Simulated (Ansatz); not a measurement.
Total energies of MoO3 from Ansatz at PBE0-D4/def2-TZVP, gas phase (1 Eh = 27.2114 eV = 2625.5 kJ/mol). The reference geometry is relaxed at r2SCAN-D4/def2-TZVP.

```xyz
4

Mo   -0.2131    0.1379   -0.3398
O     1.0477   -0.8931   -0.8430
O    -1.2744   -0.7161    0.6850
O     0.4397    1.4713    0.4979
```

```tsv
state	geometry	energy (Eh)
charge 0 singlet	reference	-293.78969
charge 1 doublet	reference	-293.37597
charge 1 doublet	relaxed at r2SCAN-D4/def2-TZVP	-293.38708
free Mo atom (septet)	–	-68.10433
free O atom (triplet)	–	-75.01860
```

In the def2 sets Mo takes a core potential; there is no spin–orbit coupling.

(1) Work out the vertical ionisation energy to the doublet.

(2) How much does the charge 1 doublet relax, and what is the adiabatic ionisation energy?

(3) What is the binding energy per atom against free atoms?

(1) E(charge 1 doublet) − E(charge 0 singlet) = -293.37597 − (-293.78969) = 0.41372 Eh = 11.26 eV. For comparison, −ε of the highest occupied level is 9.03 eV at this level, 2.23 eV less.

(2) Relaxation: -293.37597 − (-293.38708) = 0.01111 Eh = 0.30 eV. Adiabatic ionisation energy: 0.40261 Eh = 10.96 eV, without zero-point energy. 

(3) Atoms: 1 × (-68.10433) + 3 × (-75.01860) = -293.16013 Eh. Binding: -293.16013 − (-293.78969) = 0.62956 Eh = 17.13 eV, or 4.28 eV for each of 4 atoms (no zero-point energy, no counterpoise term).

The restricted singlet is unstable towards broken spin symmetry in Hartree–Fock (as tested in another run); at PBE0-D4/def2-TZVP this wasn't settled. At PBE0-D4/def2-TZVP the charge 1 doublet is spin-contaminated (final ⟨S²⟩ up to 0.83, 0.75 for a pure state).
